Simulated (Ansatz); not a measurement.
`[OH][GaH][Si](F)(F)F` → `[OH][GaH][F]` + `F[Si]F` at 600 K and 1 bar (silylene loss).

Computed with Ansatz on PBE0-D4/def2-TZVP structures; ΔE is electronic, products minus reactants. CCSD(T)/CBS adds triple-zeta CCSD(T) − MP2 to the extrapolated MP2 energy (def2 sets, frozen cores). This one scheme is used for every species. For Ga outer-core shells are correlated without core-valence functions, which leaves a few kJ/mol of doubt a bond. Scalar relativity is left out up to krypton. Each species was taken in one conformer, which may not be the lowest.

| species | CCSD(T)/CBS energy (Eh) | H − E (kJ/mol) | S (J/(mol·K)) |
| --- | --- | --- | --- |
| `[OH][GaH][Si](F)(F)F` | -2589.01542 | 146.7 | 489.7 |
| `[OH][GaH][F]` | -2100.17635 | 96.3 | 342.0 |
| `F[Si]F` | -488.75686 | 38.5 | 291.1 |

H − E and S are ideal-gas, rigid-rotor, harmonic terms from PBE0-D4/def2-TZVP, for one conformer and one mirror image of each species. 1 Eh = 2625.50 kJ/mol, R = 8.31446 J/(mol·K).

Problem. By hand: ΔE, ΔH, ΔS and ΔG.

Solution. ΔE = (-2100.17635) + (-488.75686) − (-2589.01542) = 0.08221 Eh = 215.8 kJ/mol. Δ(H − E) = 96.3 + 38.5 − 146.7 = -11.9, so ΔH = 203.9 kJ/mol. ΔS = 342.0 + 291.1 − 489.7 = 143.4 J/(mol·K). ΔG = 203.9 − 600 × (143.4)/1000 = 117.9 kJ/mol.

Problem. By hand: the equilibrium constant, and the temperature at which ΔG would vanish if ΔH and ΔS stayed fixed.

Solution. log₁₀ K = −ΔG/(RT ln 10) = -10.3. ΔG = 0 at ΔH/ΔS = 1422 K.

The number of gas molecules changes by +1, which sets the sign of ΔS. A doubt of 5 kJ/mol in ΔE shifts log₁₀ K by 0.4 here. Other conformers and mirror images would add mixing entropy, several J/(mol·K) or more a flexible species. Modes under 60 cm⁻¹, often nearly free rotors, make the harmonic entropy too high. These are equilibria of isolated gas molecules and say nothing of rates. Largest T1 diagnostic: 0.015 (customary marks: 0.02 for closed shells, 0.045 for open ones).
